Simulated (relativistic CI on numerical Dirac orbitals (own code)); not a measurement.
# Level scheme of Tm17+

These numbers are calculated, not measured: Dirac-Coulomb-Breit CI, separate exchange-only KLI orbitals for each configuration, model QED, unscaled Slater integrals (own radial code, finite nucleus).

Configuration list (outside the closed core [Ar] 3d10 4p6 4d10): 4s2.4f6, 4s2.4f5.5s, 4s2.4f4.5s2, 4s2.4f5.6s, 4s.4f7, 4f8. Levels of other configurations are missing.

The lowest level is 4s2.4f6 7F_0, with 84 % of that term; Hund's rules for 4s2.4f6 give 7F with J = 0, in agreement.

```csv
No.,Configuration,Term,J,E (cm⁻¹),%,Next component (%),jj configuration (%)
1,4s2.4f6,7F,0,0.0,84,15 5D,4f5/2^4 4f7/2^2 (53)
2,4s2.4f6,7F,1,1602.1,88,11 5D,4f5/2^5 4f7/2 (42)
3,4s2.4f6,7F,2,3985.3,92,7 5D,4f5/2^4 4f7/2^2 (52)
4,4s2.4f6,7F,3,6691.6,95,3 5D,4f5/2^3 4f7/2^3 (45)
5,4s2.4f6,7F,4,9488.4,96,2 5G,4f5/2^3 4f7/2^3 (44)
6,4s2.4f6,7F,5,12239.6,94,4 5G,4f5/2^3 4f7/2^3 (40)
7,4s2.4f6,7F,6,14829.3,92,8 5G,4f5/2^3 4f7/2^3 (36)
8,4s2.4f6,5D,0,30577.4,59,24 3P,4f5/2^6 (54)
9,4s2.4f6,5D,1,36553.0,77,12 3P,4f5/2^5 4f7/2 (47)
10,4s2.4f6,5D,2,43724.4,87,6 7F,4f5/2^4 4f7/2^2 (46)
11,4s2.4f6,5L,6,46870.9,75,14 3K,4f5/2^5 4f7/2 (38)
12,4s2.4f6,5L,7,50645.3,87,8 3K,4f5/2^4 4f7/2^2 (53)
13,4s2.4f6,5D,3,51371.9,85,5 5F,4f5/2^3 4f7/2^3 (44)
14,4s2.4f6,5G,6,52781.2,44,21 5H,4f5/2^4 4f7/2^2 (43)
15,4s2.4f6,5G,2,52884.4,83,14 3F,4f5/2^4 4f7/2^2 (39)
16,4s2.4f6,5G,5,53320.2,52,30 5H,4f5/2^4 4f7/2^2 (49)
17,4s2.4f6,5L,8,53474.2,91,3 3K,4f5/2^3 4f7/2^3 (57)
18,4s2.4f6,5G,3,53696.3,65,22 5H,4f5/2^3 4f7/2^3 (51)
19,4s2.4f6,5G,4,53823.7,60,29 5H,4f5/2^3 4f7/2^3 (40)
20,4s2.4f6,5L,9,55456.2,92,5 3M,4f5/2^3 4f7/2^3 (54)
21,4s2.4f6,5L,10,56110.3,87,11 3M,4f5/2^3 4f7/2^3 (41)
22,4s2.4f6,5D,4,59668.3,80,11 5F,4f5/2^3 4f7/2^3 (38)
23,4s2.4f6,5H,7,62099.1,64,22 5I,4f5/2^3 4f7/2^3 (58)
24,4s2.4f6,5H,3,62844.0,64,26 5G,4f5/2^3 4f7/2^3 (48)
25,4s2.4f6,3P,0,64104.0,54,28 5D,4f5/2^4 4f7/2^2 (41)
26,4s2.4f6,5H,4,64263.1,41,33 5G,4f5/2^2 4f7/2^4 (39)
27,4s2.4f6,5H,6,64538.2,36,26 5G,4f5/2^3 4f7/2^3 (52)
28,4s2.4f6,5G,5,64792.4,34,28 5I,4f5/2^3 4f7/2^3 (45)
29,4s2.4f6,5F,2,67694.0,63,10 3D,4f5/2^5 4f7/2 (31)
30,4s2.4f6,5F,3,67931.3,60,10 5G,4f5/2^5 4f7/2 (30)
```

Energies count from the lowest computed level. Filled j subshells are mostly left out of the jj labels.

The mean weight of the leading LS term, summed over parents, in these 30 levels is 73 %, and that of the leading jj configuration (from the same eigenvectors) 45 %, so LS coupling describes them better.

At this charge energies of transitions that change n are usually good to better than 1 %, and those within a shell (Δn = 0) to a few per cent. Terms inside the open d or f shell come out 10 to 20 % too wide with unscaled integrals.

Landé's interval rule says that E(J) − E(J−1) = AJ with one A. For the ground term the intervals give A = 1602.1, 1191.6, 902.1, 699.2, 550.3, 431.6 cm⁻¹ for J = 1, 2, 3, 4, 5, 6; the multiplet is regular.

LS names give the leading component of a level, which can be under half, so a name can repeat, a term be missing and a line seem to break the LS rules.
